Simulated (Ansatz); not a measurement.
`F[Si]1(Cl)CO1` + H₂O → `O[Si]1(Cl)CO1` + H–F at 400 K and 1 bar (formal hydrolysis of the Si–F bond).

Computed with Ansatz on PBE0-D4/def2-TZVP structures; ΔE is electronic, products minus reactants. CBS: MP2 limit from def2 TZ/QZ plus the TZ coupled-cluster correction, frozen cores. This one scheme is used for every species. One conformer a species, not always the lowest.

```tsv
species	CCSD(T)/CBS energy (Eh)	H − E (kJ/mol)	S (J/(mol·K))
`F[Si]1(Cl)CO1`	-963.17906	120.4	343.7
H₂O	-76.37941	69.8	198.6
`O[Si]1(Cl)CO1`	-939.15161	152.6	354.1
H–F	-100.39570	36.5	182.2
```

H − E and S are ideal-gas, rigid-rotor, harmonic terms from PBE0-D4/def2-TZVP, for one conformer and one mirror image of each species. 1 Eh = 2625.50 kJ/mol, R = 8.31446 J/(mol·K).

**Question.** By hand: ΔE, ΔH, ΔS and ΔG.

**Answer.** ΔE = (-939.15161) + (-100.39570) − (-963.17906) − (-76.37941) = 0.01116 Eh = 29.3 kJ/mol. Δ(H − E) = 152.6 + 36.5 − 120.4 − 69.8 = -1.1, so ΔH = 28.2 kJ/mol. ΔS = 354.1 + 182.2 − 343.7 − 198.6 = -6.0 J/(mol·K). ΔG = 28.2 − 400 × (-6.0)/1000 = 30.6 kJ/mol.

**Question.** By hand: the equilibrium constant, and the temperature at which ΔG would vanish if ΔH and ΔS stayed fixed.

**Answer.** log₁₀ K = −ΔG/(RT ln 10) = -4.0. ΔH and −TΔS have one sign here, so there is no such temperature.

The number of gas molecules stays the same, so ΔS is small and ΔH decides. A doubt of 5 kJ/mol in ΔE shifts log₁₀ K by 0.7 here. Other conformers and mirror images would add mixing entropy, several J/(mol·K) or more a flexible species. These are equilibria of isolated gas molecules and say nothing of rates. Largest T1 diagnostic: 0.012 (customary marks: 0.02 for closed shells, 0.045 for open ones).

ΔS is within the doubt of such terms, so its sign, and with it that verdict, could turn.
